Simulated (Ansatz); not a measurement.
Gas-phase electronic energies from Ansatz, PBE0-D4/def2-TZVP geometries. CCSD(T)/CBS adds triple-zeta CCSD(T) − MP2 to the extrapolated MP2 energy (def2 sets, frozen cores). Functionals use def2-TZVPP. HSE06 is defined as in plane-wave codes. For Ge outer-core shells are correlated without core-valence functions, which leaves a few kJ/mol of doubt a bond. Scalar relativity is left out up to krypton. One conformer a species, not always the lowest.

`[GeH3][O][GeH3]` + `NCS` → `NC[S][GeH3]` + `[OH][GeH3]`  (ligand exchange at a Ge–O bond)

`[GeH3][O][GeH3]`:

Cartesian coordinates in Å:
```
Ge 0.661 -0.177 1.436
O -0.528 0.547 0.339
Ge -0.722 0.241 -1.397
H 0.469 -1.707 1.456
H 0.384 0.437 2.813
H 2.081 0.167 0.945
H -1.892 1.124 -1.846
H -1.032 -1.253 -1.618
H 0.580 0.621 -2.129
```

`NCS`:

Cartesian coordinates in Å:
```
N -0.648 0.317 0.880
C 0.499 -0.028 0.074
S 0.235 -1.521 -0.916
H -0.438 1.112 1.473
H -1.439 0.565 0.299
H 1.330 -0.279 0.737
H 0.852 0.756 -0.608
H -0.392 -0.922 -1.940
```

`NC[S][GeH3]`:

Cartesian coordinates in Å:
```
N -0.721 0.330 1.191
C 0.682 0.003 1.125
S 1.007 -1.219 -0.180
Ge -0.125 -0.207 -1.806
H -0.893 1.086 1.842
H -1.267 -0.474 1.477
H 1.107 -0.444 2.034
H 1.242 0.915 0.906
H 0.180 1.298 -1.760
H 0.424 -0.827 -3.104
H -1.636 -0.461 -1.725
```

`[OH][GeH3]`:

Z-matrix (Å, degrees):
```
Ge
O 1 1.783
H 1 1.531 2 104.3
H 1 1.541 2 109.9 3 119.6
H 1 1.541 2 109.9 3 -119.6
H 2 0.959 1 112.7 3 180.0
```

```json
{"species": "`[GeH3][O][GeH3]`", "HSE06-D4 energy (Eh)": "-4232.27950"}
{"species": "`NCS`", "HSE06-D4 energy (Eh)": "-493.83706"}
{"species": "`NC[S][GeH3]`", "HSE06-D4 energy (Eh)": "-2571.80264"}
{"species": "`[OH][GeH3]`", "HSE06-D4 energy (Eh)": "-2154.32647"}
```

Task: Work out ΔE.

Result: ΔE = (-2571.80264) + (-2154.32647) − (-4232.27950) − (-493.83706) = -0.01255 Eh = -7.9 kcal/mol. CCSD(T)/CBS gives -5.8 kcal/mol.

Largest T1 diagnostic among the species: 0.012.

Leaving LDA and LC-ωPBE aside and taking each functional with its dispersion term where it has one, the values, not all of them listed here, spread over 3.8 kcal/mol, from revPBE-D4 to CAM-B3LYP-D4. LDA lies −1.2 kcal/mol from PBE without D4. At CCSD(T), def2-SVP lies +2.1 kcal/mol from the extrapolated value and def2-TZVPP +0.7 kcal/mol. The D4 term adds −1.1 kcal/mol with B3LYP and −0.6 kcal/mol with PBE0; it sums over pairs of atoms, weighted by their polarisabilities, and B3LYP, whose exchange is more repulsive, gets the larger term.

B3LYP here is the variant with VWN-RPA as its local correlation; programs differ in this.
